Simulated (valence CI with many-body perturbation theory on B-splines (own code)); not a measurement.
# Yb29+: key properties

Calculated by configuration interaction combined with many-body perturbation theory (CI+MBPT): five valence electrons over a frozen Dirac-Fock core [Kr], a basis of 7 s, 7 p, 8 d, 6 f, 4 g, 1 h functions for each j, with the one-electron correlation potential Σ1, the two-electron term Σ2, the three-electron term Σ3, Breit, model QED; selected CI, second order for the rest (own B-spline code, finite nucleus).

The last digits are not significant, and no measured levels were compared; by estimate large intervals hold to a few tenths of a per cent, small ones and those within an open d or f shell to about a per cent. Only levels of the ground parity were solved; by the run's estimate the other parity begins above the list, which can be wrong where configurations are misplaced.

Levels are named by their leading jj configuration (3d3/2^4 stands for four electrons in 3d with j = 3/2), which in mixed levels can hold well under half, so a name can repeat and another be missing.

Rates and lifetimes use the calculated energies. Strong lines usually hold to 10 to 20 %, long lifetimes can be off by a factor of two.

What is the ground level?

(4d3/2^4 4d5/2) J=5/2, composition 30 % 4d⁵ ⁴P + 23 % 4d⁵ ⁶S + 18 % 4d⁵ ²D, g = 1.453.

What is the ionisation energy?

1114.4 eV; NIST lists 1114 ± 4 eV (theoretical).

How well does LS coupling describe the low levels?

Among the lowest 20 levels the leading LS term, summed over configurations, holds 49 % on average. For single configurations the figures are 49 % in LS and 91 % in jj coupling. Terms mix most in the J = 5/2 level at 0.000 eV, where the leading one holds 30 %.
